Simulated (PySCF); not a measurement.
**How methods differ on the excitation energy of Gd²⁺**

Gd²⁺ [Xe] 4f7 5d1 (9D) → Gd²⁺ [Xe] 4f7 6s1 (9S), as a difference of total energies. Calculation: PySCF 2.14, in ANO-RCC-VTZP; scalar relativity by spin-free X2C-1e. The calculations carry no spin-orbit coupling.

```tsv
method	excitation energy (eV)
UHF	1.027
M06-2X	1.021
```

The basis was made for the ground configuration and has no added diffuse functions, so the excitation energy can come out too high.
